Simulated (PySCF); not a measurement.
Atoms are numbered as in `[CH3:1][S:2](=[O:3])(=[O:4])[CH:5]1[CH2:6][CH2:7][CH2:8]1`. Each H is labelled by its parent atom. Ha(C6), Ha(C7), Ha(C8) are cis to S2 on the ring; Hb(C6), Hb(C7), Hb(C8) are trans to S2 on the ring.

Geometry: GFN2-xTB; GIAO absolute shieldings from PySCF 2.14, gas phase, non-relativistic, averaged over equivalent atoms.

At PBE0/pcSseg-1 (193 basis functions, 29 s wall time on 1 thread of an x86-64 server CPU, shared host):
| atoms | σ (ppm) |
| --- | --- |
| C5 | 124.5 |
| C1 | 144.4 |
| C6/C8 | 164.8 |
| C7 | 167.1 |
| S2 | 192.9 |
| O3/O4 | 143.6 |
| H(C5) | 28.68 |
| Ha(C7) | 29.09 |
| H(C1) | 29.29 |
| Hb(C6)/Hb(C8) | 29.30 |
| Ha(C6)/Ha(C8) | 29.32 |
| Hb(C7) | 29.76 |

**Question.** Estimate the result of repeating the calculation with BHandHLYP/pcSseg-1.

**Answer.** 
```json
{"atoms": "C5", "σ at BHandHLYP/pcSseg-1": "125.4", "change": "+0.9"}
{"atoms": "C1", "σ at BHandHLYP/pcSseg-1": "144.2", "change": "-0.2"}
{"atoms": "C6/C8", "σ at BHandHLYP/pcSseg-1": "165.0", "change": "+0.2"}
{"atoms": "C7", "σ at BHandHLYP/pcSseg-1": "166.8", "change": "-0.3"}
{"atoms": "S2", "σ at BHandHLYP/pcSseg-1": "187.9", "change": "-5.0"}
{"atoms": "O3/O4", "σ at BHandHLYP/pcSseg-1": "159.0", "change": "+15.4"}
{"atoms": "H(C5)", "σ at BHandHLYP/pcSseg-1": "29.00", "change": "+0.32"}
{"atoms": "Ha(C7)", "σ at BHandHLYP/pcSseg-1": "29.22", "change": "+0.13"}
{"atoms": "H(C1)", "σ at BHandHLYP/pcSseg-1": "29.48", "change": "+0.19"}
{"atoms": "Hb(C6)/Hb(C8)", "σ at BHandHLYP/pcSseg-1": "29.52", "change": "+0.22"}
{"atoms": "Ha(C6)/Ha(C8)", "σ at BHandHLYP/pcSseg-1": "29.52", "change": "+0.20"}
{"atoms": "Hb(C7)", "σ at BHandHLYP/pcSseg-1": "29.92", "change": "+0.16"}
```

The largest change is at O3/O4 (S=O oxygen). Cost: 193 basis functions, 36 s wall time on 1 thread of an Arm Neoverse V1, shared host. The order of the carbon signals is the same at both levels.
